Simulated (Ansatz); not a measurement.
Reaction (formal exchange of groups at the Si–Si bond): `N[Si](Cl)(Cl)[Si](N)(Cl)Cl` + `N[SiH3]` → `N[SiH2][Si](N)(Cl)Cl` + `N[SiH](Cl)Cl`

Gas-phase electronic energies from Ansatz, PBE0-D4/def2-TZVP geometries. CBS: MP2 limit from def2 TZ/QZ plus the TZ coupled-cluster correction, frozen cores. This one scheme is used for every species. One conformer a species, not always the lowest.

```csv
level,ΔE (kJ/mol)
HF/def2-TZVPP,-10.9
MP2/def2-TZVPP,-1.3
HF/def2-QZVPP,-10.9
HF/CBS(def2),-10.9
```

(1) What does CCSD(T)/CBS give? (Estimate.)

Largest T1 diagnostic among the species: 0.010.

Answers

(1) Ansatz gave: -3.0 kJ/mol. The listed levels differ from it by -7.9, 1.7, -7.9, -7.9 kJ/mol.

In def2-TZVPP, CCSD(T) changes the Hartree–Fock value by +7.0 kJ/mol (the triples alone add +1.8 kJ/mol) and MP2 by +9.6 kJ/mol. The D4 term adds +9.8 kJ/mol with B3LYP and +5.9 kJ/mol with PBE0; it sums over pairs of atoms, weighted by their polarisabilities, and B3LYP, whose exchange is more repulsive, gets the larger term.

B3LYP here is the variant with VWN-RPA as its local correlation; programs differ in this.
